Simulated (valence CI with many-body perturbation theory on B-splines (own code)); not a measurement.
# Energy levels of S3+

Computed by valence CI with perturbative core correlation (CI+MBPT): three valence electrons over a frozen Dirac-Fock core [Ne], radial functions for each j: 9 s, 9 p, 8 d, 6 f, 3 g, 1 h, with the one-electron correlation potential Σ1, the two-electron term Σ2, the three-electron term Σ3, Breit, model QED; selected CI, second order for the rest, scaled by the run's own slope (own B-spline code, finite nucleus).

Against 30 measured levels this calculation errs by 105 cm⁻¹ on average and by 190 at most.

Levels 1 to 31 of 31, with energies above the lowest level, 3s²3p ²P°_1/2. "Leading %" is the weight of the configuration and term that name the level; weights of strongly mixed levels are sums over their largest components and can fall short, so below about 35 % the name and the second component can differ from the true leading terms, or belong to a minority configuration. Lifetimes count E1, E2, E3, M1 and M2 decay at the calculated energies, and are blank where another channel may lead or the interval is too uncertain; long ones can be off by a factor of two.

```
No.  Configuration  Term    J  E (cm⁻¹)  Leading %  Second component  Lifetime
  1          3s²3p   ²P°  1/2       0.0         95                            
  2          3s²3p   ²P°  3/2       953         95                       128 s
  3          3s3p²    ⁴P  1/2     71049         99                     9.57 μs
  4          3s3p²    ⁴P  3/2     71394         99                     52.4 μs
  5          3s3p²    ⁴P  5/2     71941         99                     20.8 μs
  6          3s3p²    ²D  3/2     94046         81     16 % 3s²3d ²D   5.71 ns
  7          3s3p²    ²D  5/2     94094         81     16 % 3s²3d ²D   5.94 ns
  8          3s3p²    ²S  1/2    123643         96                      343 ps
  9          3s3p²    ²P  1/2    133738         94                      117 ps
 10          3s3p²    ²P  3/2    134365         94                      116 ps
 11          3s²3d    ²D  3/2    152193         79     16 % 3s3p² ²D   94.9 ps
 12          3s²3d    ²D  5/2    152207         79     16 % 3s3p² ²D   96.2 ps
 13          3s²4s    ²S  1/2    181468         94                      163 ps
 14            3p³   ²D°  3/2    184896         58   40 % 3s3p3d ²D°   3.60 ns
 15            3p³   ²D°  5/2    184989         58   40 % 3s3p3d ²D°   3.56 ns
 16            3p³   ⁴S°  3/2    196408         98                      133 ps
 17         3s3p3d   ⁴F°  3/2    203253         98                      802 ns
 18         3s3p3d   ⁴F°  5/2    203445         98                      606 ns
 19         3s3p3d   ⁴F°  7/2    203719         98                      667 ns
 20         3s3p3d   ⁴F°  9/2    204079         98                            
 21            3p³   ²P°  3/2    211361         54   24 % 3s3p3d ²P°    728 ps
 22            3p³   ²P°  1/2    211368         52   23 % 3s3p3d ²P°    792 ps
 23          3s²4p   ²P°  1/2    213512         73      17 % 3p³ ²P°    387 ps
 24          3s²4p   ²P°  3/2    213719         76      14 % 3p³ ²P°    407 ps
 25         3s3p3d   ⁴P°  5/2    222058         96                      160 ps
 26         3s3p3d   ⁴P°  3/2    222347         96                      158 ps
 27         3s3p3d   ⁴P°  1/2    222552         97                      159 ps
 28         3s3p3d   ⁴D°  1/2    224202         97                     93.2 ps
 29         3s3p3d   ⁴D°  3/2    224295         96                     93.9 ps
 30         3s3p3d   ⁴D°  5/2    224399         96                     94.1 ps
 31         3s3p3d   ⁴D°  7/2    224478         98                     93.6 ps
```

Names give the largest LS component (configuration and term), which can be under half, so a name can repeat, a term be missing and a line seem to break the LS rules; names also repeat where a configuration has a term twice.

The ionisation energy to 3s² ¹S0 of the next ion comes out as 47.355 eV (NIST: 47.222 ± 0.012 eV (semi-empirical)). All 31 levels together are meant to be complete up to 233477 cm⁻¹.
